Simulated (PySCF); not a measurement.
Species: AuCl3(PH3) (singlet state).
Bonds: Au1–Cl2, Au1–Cl3, Au1–Cl4, Au1–P5. Hydrogens: H6, H7, H8 on P5.

Method: PySCF 2.14.0, PBE0-D3(BJ)/def2-SVP geometry optimisation, gas phase, def2 core potentials past Kr.

Task: What internal coordinates does the optimisation give?

Result: 
| bond | length (Å) |
| --- | --- |
| Au1–Cl2 | 2.325 |
| Au1–Cl3 | 2.296 |
| Au1–Cl4 | 2.308 |
| Au1–P5 | 2.310 |
| P5–H6, P5–H7, P5–H8 | 1.411 |

Bonds in one row agree within 0.01 Å and their mean is given. A selection of angles:
| angle | degrees |
| --- | --- |
| Cl2–Au1–Cl3 | 93.9 |
| Cl2–Au1–Cl4 | 173.6 |
| Cl2–Au1–P5 | 83.1 |
| Cl3–Au1–P5 | 176.9 |
| Cl4–Au1–P5 | 90.5 |
| Au1–P5–H6 | 114.2 |
| Au1–P5–H8 | 116.3 |
| H6–P5–H7 | 103.1 |

The 3 Au–Cl bonds span 2.296 Å (Au1–Cl3) to 2.325 Å (Au1–Cl2), a spread of 0.029 Å. The 5 heavy atoms lie in one plane (0.004 Å rms). Au1 (gold bonded to 3 Cl and P) is square planar (angles from 83.1° to 176.9°). P5 (phosphorus bonded to Au and 3 H) is distorted tetrahedral (angles from 103.1° to 116.3°).

Point group: Cs (every atom within 0.08 Å of its image). Not checked by PBE0-D3(BJ)/def2-SVP frequencies.

Hardware: x86-64 server, one thread, shared host. Cost: 40 s wall. This is the geometry optimisation.
